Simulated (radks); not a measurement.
The numbers below are computed, except where a source is named.
Problem. Species: Ga. Configuration: [Ar] 3d10 4s2 4p1. Code: a radial shooting solver on a logarithmic mesh with Libxc functionals. Model: non-relativistic Kohn-Sham, TPSS, spin-polarised, spherical densities, point nucleus; open shells are filled with parallel spins first; meta-GGA in the generalised Kohn-Sham scheme. Some entries of the table are withheld. Estimate them.

orbital,occ.,eigenvalue (eV),<r> (bohr),<r^2> (bohr^2)
1s up,1,-10108.91,0.04940,0.003269
1s down,1,-10108.89,0.04940,0.003269
2s down,1,-1235.540,0.2213,0.05768
2s up,1,-1235.535,0.2213,0.05768
2p up,3,-1093.050,0.1922,0.04520
2p down,3,-1093.042,0.1922,0.04520
3s up,1,-144.7002,0.6621,0.5061
3s down,1,-144.6878,0.6621,0.5059
3p up,3,-98.4073,0.6840,0.5518
3p down,3,-98.3900,0.6839,0.5513
3d up,5,-19.6900,0.8085,0.8588
3d down,5,-19.6245,0.8040,0.8458
4s up,1,-9.0931,2.390,6.624
4s down,1,-8.1898,2.386,6.640
4p up,1,-2.8764,3.330,(1)
4p down,0,-2.0728,3.476,(2)

Solution. 
(1) 4p up <r^2> (bohr^2): 13.32
(2) 4p down <r^2> (bohr^2): 14.64
